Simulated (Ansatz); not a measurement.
`BOCF` + H₂O → `BOCO` + H–F at 600 K and 1 bar (formal hydrolysis of a C–F bond).

Computed with Ansatz on PBE0-D4/def2-TZVP structures; ΔE is electronic, products minus reactants. CCSD(T)/CBS is the MP2 limit (def2-TZVPP, def2-QZVPP) plus CCSD(T) − MP2 in def2-TZVPP, frozen cores. This one scheme is used for every species. One conformer a species, not always the lowest.

```json
{"species": "`BOCF`", "CCSD(T)/CBS energy (Eh)": "-240.23545", "H − E (kJ/mol)": "191.7", "S (J/(mol·K))": "349.5"}
{"species": "H₂O", "CCSD(T)/CBS energy (Eh)": "-76.37941", "H − E (kJ/mol)": "76.8", "S (J/(mol·K))": "212.8"}
{"species": "`BOCO`", "CCSD(T)/CBS energy (Eh)": "-216.22063", "H − E (kJ/mol)": "227.9", "S (J/(mol·K))": "361.4"}
{"species": "H–F", "CCSD(T)/CBS energy (Eh)": "-100.39570", "H − E (kJ/mol)": "42.3", "S (J/(mol·K))": "194.0"}
```

H − E and S are ideal-gas, rigid-rotor, harmonic terms from PBE0-D4/def2-TZVP, for one conformer and one mirror image of each species. 1 Eh = 2625.50 kJ/mol, R = 8.31446 J/(mol·K).

Problem. By hand: ΔE, ΔH, ΔS and ΔG.

Solution. ΔE = (-216.22063) + (-100.39570) − (-240.23545) − (-76.37941) = -0.00147 Eh = -3.9 kJ/mol. Δ(H − E) = 227.9 + 42.3 − 191.7 − 76.8 = 1.7, so ΔH = -2.2 kJ/mol. ΔS = 361.4 + 194.0 − 349.5 − 212.8 = -6.9 J/(mol·K). ΔG = -2.2 − 600 × (-6.9)/1000 = 1.9 kJ/mol.

Problem. By hand: the equilibrium constant, and the temperature at which ΔG would vanish if ΔH and ΔS stayed fixed.

Solution. log₁₀ K = −ΔG/(RT ln 10) = -0.2. ΔG = 0 at ΔH/ΔS = 319 K, though so small a ΔH makes that figure unsure.

TΔS isn't small against ΔH here. The sign of ΔG lies within the doubt. A doubt of 5 kJ/mol in ΔE shifts log₁₀ K by 0.4 here. Other conformers and mirror images would add mixing entropy, several J/(mol·K) or more a flexible species. These are equilibria of isolated gas molecules and say nothing of rates. Largest T1 diagnostic: 0.013 (customary marks: 0.02 for closed shells, 0.045 for open ones).
